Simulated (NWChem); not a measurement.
C3H5BFN; SMILES FB1C=NCC1

```xyz
11

F      0.0606     2.1540     0.0000
B      0.0270     0.8318     0.0000
C      1.2497    -0.1505     0.0000
N      0.8601    -1.3742     0.0000
C     -0.5929    -1.4842     0.0000
C     -1.2389    -0.0925     0.0000
H      2.3296     0.0549     0.0000
H     -0.8768    -2.0935     0.8751
H     -0.8768    -2.0935    -0.8751
H     -1.8790     0.0911     0.8795
H     -1.8790     0.0911    -0.8795
```
Atoms are numbered in this order, from 1.

Structure relaxed at the PBE0/def2-SVP level.

 Unshifted, non-relativistic core excitations; the lowest 4 roots alone, so stronger bands may lie above.

### Question
List the first B K-edge excitations from PBE0/6-311G** (spherical d), restricted-window TDA (NWChem).

### Answer
| state | energy (eV) | dipole oscillator strength | leading excitation (squared amplitude) |
|---|---|---|---|
| S1 | 181.6 | 0.0496 | 1s of atom 2 or its equivalents → LUMO (0.95) |
| S2 | 185.2 | 0.0232 | 1s of atom 2 or its equivalents → LUMO+2 (0.87) |
| S3 | 186.0 | 0.0001 | 1s of atom 2 or its equivalents → LUMO+1 (0.93) |
| S4 | 186.7 | 0.0084 | 1s of atom 2 or its equivalents → LUMO+3 (0.75) |
